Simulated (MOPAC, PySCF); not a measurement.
[Sc(Cl)3], neutral singlet in the gas phase. 

Cartesian coordinates (Å):
```xyz
4

Sc    -0.0001     0.0005    -0.0003
Cl    -2.1014    -0.8395    -0.1896
Cl     0.5417     1.3147     1.7705
Cl     1.5673    -0.4982    -1.5659
```
Charge 0, multiplicity 1.

All levels are single points at this geometry (PBE-D3(BJ)/def2-SVP); Pople sets use spherical d functions. Orbital energies aren't observables, and empty levels follow the basis.

TPSSh-D3(BJ)/def2-TZVP in PySCF gives dipole (D) = 0.06.

**Question.** Estimate the dipole (D) from each of these levels: PBE-D3(BJ)/def2-TZVP in PySCF; B3LYP/6-311+G** (LANL2DZ on Sc) in PySCF; B3LYP/6-31G* (LANL2DZ on Sc) in PySCF; B3LYP/LANL2DZ in PySCF; M06-2X/6-31G* (LANL2DZ on Sc) in PySCF; HF/3-21G in PySCF; PM6 in MOPAC; PM7 in MOPAC.

**Answer.** 
| level | dipole (D) |
|---|---|
| PBE-D3(BJ)/def2-TZVP in PySCF | 0.06 |
| B3LYP/6-311+G** (LANL2DZ on Sc) in PySCF | 0.06 |
| B3LYP/6-31G* (LANL2DZ on Sc) in PySCF | 0.06 |
| B3LYP/LANL2DZ in PySCF | 0.07 |
| M06-2X/6-31G* (LANL2DZ on Sc) in PySCF | 0.07 |
| HF/3-21G in PySCF | 0.09 |
| PM6 in MOPAC | 0.07 |
| PM7 in MOPAC | 0.09 |
